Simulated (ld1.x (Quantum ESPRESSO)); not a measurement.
Pseudopotential generation for Fe (Z = 26): ultrasoft, PW91, scalar-relativistic.

The input file (ld1.x (Quantum ESPRESSO) 7.5):

```
&input
   title='Fe', zed=26., rel=1, dft='PW91', iswitch=3,
   config='[Ar] 3d6 4s2 4p0 4f-2',
   nld=4, rlderiv=2.60, eminld=-6.0, emaxld=5.0, deld=0.02
 /
 &inputp
   pseudotype=3, tm=.true., lloc=-1, rcloc=2.20,
   nlcc=.false.,
   which_augfun='PSQ', rmatch_augfun_nc=.true.,
   file_pseudopw='Fe.UPF', file_wfcaegen='ae.wfc', file_wfcncgen='nc.wfc', file_beta='beta', file_chi='chi', file_wfcusgen='us.wfc'
 /
8
4S  1  0   2.00   0.00  2.00  2.40  0.0
4S  1  0   0.00   0.50  2.00  2.40  0.0
3P  2  1   6.00   0.00  1.20  1.45  0.0
4P  3  1   0.00   0.00  1.20  1.45  0.0
3D  3  2   6.00   0.00  1.00  1.25  0.0
3D  3  2   0.00   1.90  1.00  1.25  0.0
4F  4  3  -2.00   0.20  1.45  1.95  0.0
4F  4  3  -2.00   3.00  1.45  1.95  0.0
 &test
   configts(1)='3p6 3d6 4s2 4p0'
 /
```

Command:

```bash
ld1.x < Fe.in > Fe.out
```

The program printed (shortened: banner, matrices, multipoles, cross overlaps and the repeated all-electron block are left out):

```
Program LD1 v.7.5
     --------------------------- All-electron run ----------------------------

     Fe
     scalar relativistic calculation

     atomic number is 26.00
     dft =PW91   lsd =0 sic =0 latt =0  beta=0.20 tr2=1.0E-14
     Exchange-correlation= PW91
                           (   1   4   2   2   0   0   0)
     mesh =1191 r(mesh) = 101.18024 a.u. xmin = -7.00 dx = 0.01250
     1 Ry =  13.60569312 eV, c = 137.03599908

     n l     nl                  e(Ry)          e(Ha)          e(eV)
     1 0     1S 1( 2.00)      -514.5321      -257.2661     -7000.5665
     2 0     2S 1( 2.00)       -60.2627       -30.1314      -819.9163
     2 1     2P 1( 6.00)       -51.3620       -25.6810      -698.8159
     3 0     3S 1( 2.00)        -6.9101        -3.4550       -94.0166
     3 1     3P 1( 6.00)        -4.4165        -2.2082       -60.0892
     3 2     3D 1( 6.00)        -0.5571        -0.2785        -7.5796
     4 0     4S 1( 2.00)        -0.3930        -0.1965        -5.3476
     4 1     4P 1( 0.00)        -0.1010        -0.0505        -1.3746

     final scf error:  5.4E-15 reached in  41 iterations

     Etot =   -2545.584571 Ry,   -1272.792286 Ha,  -34634.442495 eV

     Ekin =    2575.973116 Ry,    1287.986558 Ha,   35047.899711 eV
     Encl =   -6086.336893 Ry,   -3043.168447 Ha,  -82808.832010 eV
     Eh   =    1076.570322 Ry,     538.285161 Ha,   14647.485420 eV
     Exc  =    -111.791116 Ry,     -55.895558 Ha,   -1520.995616 eV

     normalization and overlap integrals

     s(1S/1S) =  1.000000  <r> =   0.0585  <r2> =    0.0046  r(max) =   0.0385
     s(2S/2S) =  1.000000  <r> =   0.2669  <r2> =    0.0841  r(max) =   0.2213
     s(2P/2P) =  1.000000  <r> =   0.2355  <r2> =    0.0682  r(max) =   0.1790
     s(3S/3S) =  1.000000  <r> =   0.8106  <r2> =    0.7589  r(max) =   0.6990
     s(3P/3P) =  1.000000  <r> =   0.8575  <r2> =    0.8683  r(max) =   0.7167
     s(3D/3D) =  1.000000  <r> =   1.1403  <r2> =    1.7624  r(max) =   0.7078
     s(4S/4S) =  1.000000  <r> =   2.9822  <r2> =   10.3824  r(max) =   2.4095
     s(4P/4P) =  1.000000  <r> =   4.4839  <r2> =   24.1955  r(max) =   3.2933

     ------------------------ End of All-electron run ------------------------

     --------------------- Generating US pseudopotential ---------------------

      Generating local potential from pseudized AE potential:
      Matching radius rcloc =   2.2000

      Local pseudo, rcloc= 2.208 Estimated cut-off energy=     4.99 Ry
      Wfc-us  4S rcutus= 2.380  Estimated cut-off energy=     7.82 Ry
      Wfc-us  4S rcutus= 2.380  Estimated cut-off energy=     9.41 Ry
      Wfc-us  3P rcutus= 1.443  Estimated cut-off energy=    40.57 Ry
      Wfc-us  4P rcutus= 1.443  Estimated cut-off energy=    76.08 Ry
      Wfc-us  3D rcutus= 1.242  Estimated cut-off energy=    74.31 Ry
      Wfc-us  3D rcutus= 1.242  Estimated cut-off energy=   103.16 Ry
      Wfc-us  4F rcutus= 1.948  Estimated cut-off energy=    36.55 Ry
      Wfc-us  4F rcutus= 1.948  Estimated cut-off energy=    39.08 Ry

     Q pseudized with Bessel functions
     Expected ecutrho=     486.6374 due to l1=  2   l2=  3

     ------------------- End of pseudopotential generation -------------------

     Computing logarithmic derivative in   2.61345
     Computing logarithmic derivative in   2.61345
     Computing the partial wave expansion
     R is outside the sphere for l=    0 j= 0.00
     R is outside the sphere for l=    0 j= 0.00
     R is outside the sphere for l=    1 j= 0.00
     R is outside the sphere for l=    1 j= 0.00
     R is outside the sphere for l=    2 j= 0.00
     R is outside the sphere for l=    2 j= 0.00
     R is outside the sphere for l=    3 j= 0.00
     R is outside the sphere for l=    3 j= 0.00

     ---------------------- Testing the pseudopotential ----------------------

     Fe
     scalar relativistic calculation

     atomic number is 26.00   valence charge is 14.00
     dft =PW91   lsd =0 sic =0 latt =0  beta=0.20 tr2=1.0E-14
     mesh =1191 r(mesh) = 101.18024 xmin = -7.00 dx = 0.01250

     n l     nl             e AE (Ry)        e PS (Ry)    De AE-PS (Ry)
     2 1     3P   1( 6.00)       -4.41647       -4.41647       -0.00000
     3 2     3D   1( 6.00)       -0.55709       -0.55709        0.00000
     1 0     4S   1( 2.00)       -0.39304       -0.39304        0.00000
     3 1     4P   1( 0.00)       -0.10103       -0.10103       -0.00000

     eps = 2.6E-15  iter =  4

     Etot =   -2545.584571 Ry,   -1272.792286 Ha,  -34634.442495 eV
     Etotps =  -178.793390 Ry,     -89.396695 Ha,   -2432.607990 eV

     Ekin =      63.742473 Ry,      31.871236 Ha,     867.260523 eV
     Encl =    -331.406947 Ry,    -165.703474 Ha,   -4509.021223 eV
     Ehrt =     154.398930 Ry,      77.199465 Ha,    2100.704465 eV
     Ecxc =     -20.682901 Ry,     -10.341451 Ha,    -281.405208 eV
     Epseu=     -44.844944 Ry,     -22.422472 Ha,    -610.146548 eV

     ---------------------- End of pseudopotential test ----------------------
```

Generation and configuration tests took about 2.4 s on one core of a shared server CPU.

Transferability test of the new file with ld1.x, input:

```
&input
   title='Fe', zed=26., rel=1, dft='PW91', iswitch=2,
   config='[Ar] 3d6 4s2 4p0 4f-2'
 /
 &test
   file_pseudo='Fe.UPF', nconf=8,
   configts(1)='3p6 3d6 4s2 4p0',
   configts(2)='3p6 3d6 4s1 4p0',
   configts(3)='3p6 3d6 4s0 4p0',
   configts(4)='3p6 3d5 4s0 4p0',
   configts(5)='3p6 3d4 4s0 4p0',
   configts(6)='3p6 3d5 4s2 4p0',
   configts(7)='3p6 3d7 4s0 4p0',
   configts(8)='3p6 3d6 4s0 4p2'
 /
```

```bash
ld1.x < Fe.test.in > Fe.test.out
```

Pseudopotential blocks of its output, shortened (energy terms left out; the distinct warnings before each block abridged to one line each):

```
     ---------------------- Testing the pseudopotential ----------------------

     n l     nl             e AE (Ry)        e PS (Ry)    De AE-PS (Ry)
     2 1     3P   1( 6.00)       -4.41647       -4.41647       -0.00000
     3 2     3D   1( 6.00)       -0.55709       -0.55709        0.00000
     1 0     4S   1( 2.00)       -0.39304       -0.39304        0.00000
     3 1     4P   1( 0.00)       -0.10103       -0.10103       -0.00000

     eps = 2.6E-15  iter =  4

     Etot =   -2545.584571 Ry,   -1272.792286 Ha,  -34634.442495 eV
     Etotps =  -178.793389 Ry,     -89.396695 Ha,   -2432.607988 eV

     ---------------------- End of pseudopotential test ----------------------

          ---------------------- Testing the pseudopotential ----------------------

     n l     nl             e AE (Ry)        e PS (Ry)    De AE-PS (Ry)
     2 1     3P   1( 6.00)       -5.04553       -5.04387       -0.00165
     3 2     3D   1( 6.00)       -1.17956       -1.17876       -0.00079
     1 0     4S   1( 1.00)       -0.91061       -0.91083        0.00021
     3 1     4P   1( 0.00)       -0.54340       -0.54351        0.00010

     eps = 3.6E-15  iter = 12

     Etot =   -2544.938437 Ry,   -1272.469219 Ha,  -34625.651397 eV
     Etotps =  -178.147104 Ry,     -89.073552 Ha,   -2423.814834 eV
     dEtot_ae =       0.646134 Ry
     dEtot_ps =       0.646285 Ry,   Delta E=      -0.000151 Ry

     ---------------------- End of pseudopotential test ----------------------

          Warning: n=2, l=1 expected 0 nodes, found 1
     ---------------------- Testing the pseudopotential ----------------------

     n l     nl             e AE (Ry)        e PS (Ry)    De AE-PS (Ry)
     2 1     3P   1( 6.00)       -5.77615       -5.77106       -0.00509  !
     3 2     3D   1( 6.00)       -1.89715       -1.89425       -0.00290
     1 0     4S   1( 0.00)       -1.49152       -1.49164        0.00011
     3 1     4P   1( 0.00)       -1.06149       -1.06148       -0.00001

     eps = 5.2E-15  iter = 10

     Etot =   -2543.743958 Ry,   -1271.871979 Ha,  -34609.399679 eV
     Etotps =  -176.952238 Ry,     -88.476119 Ha,   -2407.557845 eV
     dEtot_ae =       1.840613 Ry
     dEtot_ps =       1.841152 Ry,   Delta E=      -0.000539 Ry

     ---------------------- End of pseudopotential test ----------------------
```

The test run then stopped with an error in chargeps: “negative rho”.
